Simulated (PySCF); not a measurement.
Species: C4H5BO.
SMILES with atom numbers: `[BH2:1][c:2]1[cH:3][cH:4][cH:5][o:6]1` (hydrogens: H7, H8 on B1; H9 on C3; H10 on C4; H11 on C5)

Computed by this run: PBE0-D3(BJ)/def2-SVP geometry optimisation, gas phase (PySCF); density fitting, grid level 1; the optimiser is geomeTRIC in internal coordinates, started from a GFN2-xTB structure with every atom displaced at random (about 0.01 Å).

Step 2: E = -6938.5658 eV
```
atom  x, y, z in Å  |  force x, y, z in eV/Å
B1      2.0541    0.0923   -0.5171    0.009   0.024  -0.142
C2      0.6143    0.0394   -0.0461   -0.171   0.168  -0.724
C3     -0.3277   -0.9784   -0.0758    0.029   0.040   0.639
C4     -1.5612   -0.4254    0.3440   -0.104  -0.130  -0.214
C5     -1.3245    0.9176    0.5027    0.117  -0.106   0.100
O6     -0.0529    1.2069    0.2683    0.164  -0.054   0.179
H7      2.6016   -0.9238   -0.8820   -0.069   0.004   0.116
H8      2.6290    1.1487   -0.6074    0.033   0.016   0.108
H9     -0.1222   -2.0178   -0.3273    0.025   0.011   0.037
H10    -2.5007   -0.9452    0.5179   -0.055   0.035  -0.129
H11    -1.9739    1.7467    0.7796    0.021  -0.007   0.029
```

Step 3: E = -6938.5979 eV
```
atom  x, y, z in Å  |  force x, y, z in eV/Å
B1      2.0566    0.1018   -0.5333   -0.097  -0.043  -0.093
C2      0.6098    0.0447   -0.0833   -0.138   0.072  -0.142
C3     -0.3305   -0.9761   -0.0515    0.148  -0.223   0.019
C4     -1.5759   -0.4311    0.3327    0.296   0.117   0.024
C5     -1.3137    0.9048    0.5166   -0.159   0.235   0.013
O6     -0.0469    1.2049    0.2688   -0.091  -0.123   0.055
H7      2.6013   -0.9226   -0.8654    0.010  -0.039   0.049
H8      2.6345    1.1569   -0.6216    0.008   0.008   0.092
H9     -0.1173   -2.0171   -0.2852    0.023  -0.038  -0.024
H10    -2.5276   -0.9399    0.4695    0.015   0.023  -0.019
H11    -1.9543    1.7347    0.8096   -0.016   0.012   0.026
```

Question: Estimate the geometry and energy of step 4. (The exact step hangs on the optimiser's Hessian estimate; all steps are aligned on step 3, rigid shifts and turns removed.)

Answer: E = -6938.5791 eV, largest force 0.830 eV/Å
```
atom  x, y, z in Å  |  force x, y, z in eV/Å
B1      2.0378    0.1015   -0.5596    0.045   0.065   0.160
C2      0.5891    0.0574   -0.1250    0.226   0.091   0.193
C3     -0.3128   -0.9928   -0.0511   -0.140   0.601  -0.135
C4     -1.5456   -0.4195    0.3259   -0.676  -0.362   0.318
C5     -1.3258    0.9215    0.5304    0.309  -0.436  -0.273
O6     -0.0619    1.2108    0.2623    0.271   0.120  -0.190
H7      2.5759   -0.9408   -0.8376    0.025  -0.035  -0.071
H8      2.6407    1.1457   -0.6047    0.003  -0.004  -0.027
H9     -0.0908   -2.0350   -0.2736   -0.036   0.036  -0.035
H10    -2.4986   -0.9286    0.4470   -0.046  -0.045   0.070
H11    -1.9718    1.7407    0.8428    0.020  -0.030  -0.008
```

The energy changes by +0.0188 eV. The first-order estimate −F·Δx gives -0.0435 eV and the mean of the old and new forces, exact on a quadratic surface, +0.0190 eV. The step makes an angle of 49° with the force vector and moves no atom by more than 0.048 Å. The energy falls at the start of this step and ends higher, so the step passed the lowest point of its straight line.

What follows is the cost of the whole optimisation. Hardware: one thread of an Arm Neoverse V1, no GPU, shared host with 32 logical CPUs at a one-minute load of 17. Cost: 41 s, 0.44 GiB resident at most.
